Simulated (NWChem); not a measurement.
Spin states of sulfuric acid (H₂O₄S)

```xyz
7

O     -0.3014     1.2374     0.8705
S      0.0000     0.0000    -0.1716
O      1.2712     0.2525    -0.8416
O     -1.2712    -0.2525    -0.8416
O      0.3014    -1.2374     0.8705
H      0.5721     1.5953     1.1416
H     -0.5721    -1.5953     1.1416
```
Charge 0, spin multiplicity 1.

All runs are NWChem calculations. The geometry was optimised at PBE/def2-SVP, a minimum by its harmonic frequencies. It is one conformer; others weren't searched.

Basis set: def2-SVP. The gap is E(triplet) − E(singlet) at the geometry of the singlet, so a negative value puts the higher spin lower. Open shells are unrestricted, and the singlet is the closed-shell solution. The triplet is the single determinant that the SCF runs reached, with unpaired electrons in orbitals of symmetry a and b (C2 labels); it need not be the lowest triplet, which in molecules with degenerate π orbitals can need several determinants.

Costs are rough ratios of processor time within this set of runs, SCF included, with B3LYP as 1.

The correlated methods keep 9 core orbitals frozen. B3LYP has NWChem's definition, with VWN1-RPA local correlation. No SCF solution was tested for a lower state. Open-shell Hartree-Fock references start from PBE0 orbitals; any time given for them includes that run.

```csv
method,vertical singlet-triplet gap (kcal/mol),relative cost
LDA (SVWN5),155.9,under 3
B3LYP,169.0,1
PBE,___,under 3
MP2,___,under 3
HF,194.3,under 3
B2PLYP,___,under 3
```

**Question.** Some entries are withheld; supply them.

**Answer.** 
- PBE, vertical singlet-triplet gap (kcal/mol): 155.1
- MP2, vertical singlet-triplet gap (kcal/mol): 207.1
- B2PLYP, vertical singlet-triplet gap (kcal/mol): 181.3
